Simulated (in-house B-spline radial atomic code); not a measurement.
A fraction x of an electron is removed from 4d in Ru⁴⁺, starting from [Kr] 4d4 and keeping the highest spin. Method: non-relativistic revTPSS, spin-polarised, spherical fractional occupations, point nucleus. Calculated with a B-spline radial code for spherical atoms.

```tsv
x	E(x) - E(0) (eV)	4d up level (eV)
0	0.0000	-53.828
0.02	1.0796	-54.130
0.18	9.9341	-56.556
0.29	16.2478	-58.239
0.47	26.9804	-61.017
0.5	28.8179	-61.483
0.56	32.5349	-62.417
0.66	38.8548	-63.982
0.85	51.2956	-66.979
0.98	60.1372	-69.048
1	61.5214	-69.368
```

The exact functional would give a straight line between the two integer points. Deviations E(x) - E(0) - x[E(1) - E(0)], in eV: -0.151 at x = 0.02, -1.14 at x = 0.18, -1.593 at x = 0.29, -1.935 at x = 0.47, -1.943 at x = 0.5, -1.917 at x = 0.56, -1.749 at x = 0.66, -0.998 at x = 0.85, -0.154 at x = 0.98.

The curve lies below the straight line by up to 1.943 eV (at x = 0.5): convex, the delocalisation error that favours fractional charges.

(1) How well does Slater's transition state (minus the level at half occupation) give the ionisation energy?

Answers

(1) It gives 61.483 eV against 61.521 eV from the two total energies; NIST lists 59.00 eV, ground level to ground level.
